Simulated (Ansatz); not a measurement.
C2H7BrSi can be A, `CC[SiH2]Br`, or B, `CC([SiH3])Br`.

Program: Ansatz. Geometries: PBE0-D4/def2-TZVP. ΔE: electronic, gas phase. CCSD(T)/CBS adds triple-zeta CCSD(T) − MP2 to the extrapolated MP2 energy (def2 sets, frozen cores). DFT in def2-TZVPP. For Br outer-core shells are correlated without core-valence functions, which leaves a few kJ/mol of doubt a bond. Scalar relativity is left out up to krypton. One conformer a species, not always the lowest.

Q: Which isomer does CCSD(T)/CBS put lower? Give the gap. (Best estimate.)

A: Ansatz gave: A, by 35.2 kcal/mol.

Q: Give E(B) − E(A) in kcal/mol with CCSD/def2-TZVPP, LDA (SPW92), BLYP-D4, CCSD(T)/def2-SVP, MP2/def2-TZVPP, PBE-D4, r2SCAN-D4. (Estimate.)

A: Ansatz gave: CCSD/def2-TZVPP 35.0, LDA (SPW92) 34.1, BLYP-D4 33.0, CCSD(T)/def2-SVP 34.0, MP2/def2-TZVPP 35.2, PBE-D4 34.3, r2SCAN-D4 36.0. None reverses the order clearly.

Q: Does the order hold for the free energy at 298.15 K (harmonic terms from PBE0-D4)? (An estimate is asked.)

A: Ansatz gave: Yes: G(B) − G(A) = +33.8 kcal/mol, for one conformer each.

Largest T1 diagnostic: 0.009.

The D4 term adds −0.9 kcal/mol with B3LYP and −0.4 kcal/mol with PBE0; it sums over pairs of atoms, weighted by their polarisabilities, and B3LYP, whose exchange is more repulsive, gets the larger term. At CCSD(T), def2-SVP lies −1.2 kcal/mol from the extrapolated value and def2-TZVPP −1.0 kcal/mol.

B3LYP here is the variant with VWN-RPA as its local correlation; programs differ in this.
